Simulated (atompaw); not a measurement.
**Reading a pseudo-wave (Sc)**

Columns: radius, all-electron u(r) and pseudo u(r) of the 3s shell (level -54.88 eV) of scandium in the configuration [Ne] 3s2 3p6 3d1 4s2 4p0; PBEsol, scalar-relativistic, PAW (atompaw) scheme, atompaw 4.2.0.5.

```csv
r (bohr),all-electron,pseudo
0.088,0.0590,0.1901
0.177,-0.4664,0.3755
0.265,-0.5362,0.5460
0.354,-0.2859,0.6999
0.442,0.0745,0.8293
0.531,0.4261,0.9342
0.619,0.7053,1.0104
0.708,0.9029,1.0595
0.796,1.0187,1.0810
0.885,1.0691,1.0779
0.973,1.0687,1.0529
1.062,1.0322,1.0093
1.150,0.9728,0.9521
1.238,0.8995,0.8848
1.327,0.8188,0.8105
1.415,0.7373,0.7339
1.504,0.6568,0.6560
1.592,0.5813,0.5813
1.681,0.5104,0.5104
1.769,0.4465,0.4465
1.858,0.3881,0.3881
1.946,0.3366,0.3366
2.035,0.2905,0.2905
2.123,0.2505,0.2505
2.212,0.2151,0.2151
2.300,0.1846,0.1846
```

(1) How many radial nodes do the two functions have?

(2) At about which radius was the pseudo-wave matched?

(3) Is the pseudo-wave norm-conserving?

## Answers

(1) The all-electron 3s function has n − l − 1 = 2; the pseudo-wave has 0, since the states of the same l below it are removed with the core.

(2) 1.65 bohr, where the columns begin to agree (steps of 0.09 bohr).

(3) No, it belongs to a PAW set: the norm inside the radius is not constrained, and the difference is carried by the augmentation charge.
